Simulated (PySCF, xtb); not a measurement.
F4Si, SMILES F[Si-](F)(F)F (connectivity only; charge and spin as stated), charge -1, multiplicity 2.

Coordinates come from a PBE0-D3(BJ)/def2-SVPD optimisation.

Method: C-PCM-PBE0/def2-SVPD (PySCF 2.14.0).

The values are the electrostatic part of the solvation free energy, E(continuum) − E(gas) at the gas-phase geometry, in a cavity of scaled van der Waals radii (PySCF's table); cavitation and dispersion terms are not included.

Problem. Estimate the values in water (ε = 78.36), chlorobenzene (ε = 5.70), acetonitrile (ε = 35.69). (The exact figures need the calculation; the answer reports its results.)

Solution. 
```
solvent            ε  ΔG(elec) (kcal/mol)
-------------  -----  -------------------
water          78.36                -55.4
chlorobenzene   5.70                -46.2
acetonitrile   35.69                -54.5
```

For comparison, GFN2-xTB/ALPB(water) (xtb, at the GFN2-xTB geometry, all terms of that model) gives -59.6 kcal/mol.
